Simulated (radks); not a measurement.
The numbers below are computed, except where a source is named.
Initial-state core-level shifts of the niobium ion Nb2+ when its valence configuration changes from [Kr] 4d3. Level of theory: scalar-relativistic Kohn-Sham, PBE, spin-polarised, spherical densities, point nucleus; open shells are filled with parallel spins first (spin-orbit coupling, left out, can overturn this in heavy ions) (a radial shooting solver on a logarithmic mesh with Libxc functionals). Shifts are changes of the shell-averaged eigenvalues in eV (positive: less bound).

| valence | 3p | 3d | 4s | 4p |
|---|---|---|---|---|
| 4d2.5 5p0.5 | -2.652 | -2.664 | -2.445 | -2.328 |
| 4d2 5p1 | -5.388 | -5.414 | -4.928 | -4.682 |
| 4d1 5p2 | -11.054 | -11.112 | -9.934 | -9.401 |
| 4d2 5s1 | -4.251 | -4.278 | -3.813 | -3.588 |
| 4d2 5s0.5 5p0.5 | -4.821 | -4.848 | -4.373 | -4.138 |
| 4d1 5s2 | -8.910 | -8.968 | -7.889 | -7.416 |
| 5s2 5p1 | -14.956 | -15.053 | -13.073 | -12.281 |
